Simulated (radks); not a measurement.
Task: Yb XXIII, 48 electrons, occupied as [Kr] 4d10 4f2. All-electron calculation, Dirac Kohn-Sham, BLYP, spin-unpolarised, spherical densities, finite nucleus; open shells fill j = l - 1/2 first; Fermi nuclear charge, rms radius 5.3108 fm. Program: a radial shooting solver on a logarithmic mesh with Libxc functionals. Some entries of the table are withheld. Estimate them.

orbital,occ.,eigenvalue (hartree),<1/r> (bohr^-1),r(max) (bohr)
1s1/2,2,(1),80.62,0.01237
2s1/2,2,-404.4528,19.46,(2)
2p1/2,2,(3),19.44,0.05297
2p3/2,4,(4),16.68,0.05939
3s1/2,2,-109.8955,7.144,0.1997
3p1/2,2,-102.1573,7.059,0.1875
3p3/2,4,-93.96646,6.357,0.2007
3d3/2,4,-80.77979,6.239,0.1581
3d5/2,6,-78.99442,6.069,0.1618
4s1/2,2,-39.38859,3.136,0.4467
4p1/2,2,(5),3.047,0.4460
4p3/2,4,(6),2.815,0.4711
4d3/2,4,-28.78461,2.656,0.4639
4d5/2,6,-28.36281,2.602,0.4713
4f5/2,2,-21.84037,(7),0.4153
4f7/2,0,-21.74454,(8),0.4182

Result: 
(1) 1s1/2 eigenvalue (hartree): -2271.203
(2) 2s1/2 r(max) (bohr): 0.07078
(3) 2p1/2 eigenvalue (hartree): -386.8965
(4) 2p3/2 eigenvalue (hartree): -348.4321
(5) 4p1/2 eigenvalue (hartree): -36.19440
(6) 4p3/2 eigenvalue (hartree): -34.08261
(7) 4f5/2 <1/r> (bohr^-1): 2.352
(8) 4f7/2 <1/r> (bohr^-1): 2.334
